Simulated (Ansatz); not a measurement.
Molecule: chloro(trimethyl)silane, C3H9ClSi, charge 0, multiplicity 1. 
Coordinates optimised at B3LYP-D3(BJ)/def2-TZVP (Ansatz, an electronic-structure program):
```xyz
14

Si    -0.0511     0.1244    -0.3069
Cl     0.2680    -0.6522     1.6091
C     -1.7444    -0.4328    -0.8596
C      1.2876    -0.5566    -1.4147
C      0.0483     1.9836    -0.1788
H     -2.5174    -0.0672    -0.1816
H     -1.8077    -1.5218    -0.8893
H     -1.9624    -0.0520    -1.8609
H      1.2502    -1.6467    -1.4491
H      2.2767    -0.2630    -1.0593
H      1.1666    -0.1798    -2.4338
H     -0.1124     2.4418    -1.1583
H     -0.7094     2.3699     0.5050
H      1.0268     2.2990     0.1872
```
Charge 0, spin multiplicity 1.

Basis-set convergence of Hartree-Fock and CCSD correlation energies (hartree) with Ansatz. Valence correlation only, unless marked. Spin-orbit coupling is left out. No relativistic terms.

```csv
basis,functions,E(HF),"E(corr, CCSD)"
aug-cc-pV(D+d)Z,214,-867.39764,-0.78260
aug-cc-pV(T+d)Z,455,(withheld),(withheld)
```

Q: Fill in the missing entries.

A: 
- aug-cc-pV(T+d)Z, E(HF): -867.45770
- aug-cc-pV(T+d)Z, E(corr, CCSD): -0.92954
